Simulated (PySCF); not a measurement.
A structure optimised at B3LYP-D3(BJ)/def2-SVP, used in a PySCF frequency run:

```xyz
9

O     -1.1422    -0.8122     0.8747
Si     0.0000     0.0000     0.0000
O      0.8122    -1.1422    -0.8747
O     -0.8122     1.1422    -0.8747
O      1.1422     0.8122     0.8747
H     -0.8885    -1.6952     1.1682
H      1.6952    -0.8885    -1.1682
H     -1.6952     0.8885    -1.1682
H      0.8885     1.6952     1.1682
```
Charge 0, spin multiplicity 1.

Task: Write its SMILES, formula and point group.

Result: O[Si](O)(O)O, H₄O₄Si, S4

Task: What are its rotational constants (standard atomic weights)?

Result: 4.0527, 4.0527, 3.5976 GHz
